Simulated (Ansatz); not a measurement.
Energy profile

The step: CH₄O ([CH3][OH]) + AlH₃ → CH₅AlO ([CH3][O][AlH2]) + H₂; bonds formed: H2–H5; dative contacts that become bonds: Al1–O6; bonds broken: Al1–H2, H5–O6 (atoms numbered as in the saddle structure below).

```tsv
atom	x (Å)	y (Å)	z (Å)
Al1	-0.9967	-0.1128	-1.0897
H2	0.3117	0.9196	-1.7245
H3	-1.3735	-1.2356	-2.1349
H4	-2.0479	0.7738	-0.3014
H5	0.7128	0.3866	-0.9206
O6	0.5013	-0.4923	-0.0672
C7	0.6860	-0.1270	1.2871
H8	0.0293	-0.7271	1.9219
H9	0.4551	0.9306	1.4547
H10	1.7220	-0.3160	1.5745
```

Electronic energies by CCSD(T) at an estimated basis limit (MP2 extrapolated from triple and quadruple zeta, plus CCSD(T) − MP2 in triple zeta), on PBE0-D4/def2-TZVP structures; CH₇AlO, singlet; no counterpoise correction. Program: Ansatz 0.2.0. Basis: def2-TZVPP and def2-QZVPP. Cores are frozen in the correlated methods. Extrapolation: Hartree–Fock as exp(−7.88 √X), correlation as X^−2.97.

(1) Give the profile in kJ/mol, counted from the separated reactants. (To be estimated.)

No T1 diagnostic of these runs exceeds 0.013.

## Answers

(1) The calculation gives:
```json
{"point": "separated: AlH₃ (Al1, H2, H3, H4; singlet) + CH₄O (linked as [CH3][OH]; H5, O6, C7, H8, H9, H10; singlet)", "kJ/mol": "0.0"}
{"point": "start structure", "kJ/mol": "-102.0"}
{"point": "saddle", "kJ/mol": "-26.4"}
{"point": "end structure", "kJ/mol": "-128.3"}
{"point": "separated: CH₅AlO (linked as [CH3][O][AlH2]; Al1, H3, H4, O6, C7, H8, H9, H10; singlet) + H₂ (H2, H5; singlet)", "kJ/mol": "-122.8"}
```
The saddle lies below the separated reactants: the barrier is submerged.

The step is the kind of ligand exchange by which a precursor binds to a hydroxyl group, or is hydrolysed, in atomic layer deposition of oxides.

For scale, one of the runs: CCSD(T)/def2-TZVPP, 202 basis functions, launched by `ansatz run in.yaml --threads 2 --pin off --events-out ev --progress --plain --max-ram 4352MiB`. The run took 54 s on 2 CPU threads of an Arm Neoverse V1 (shared host), with 2.5 GiB of host memory at its peak.
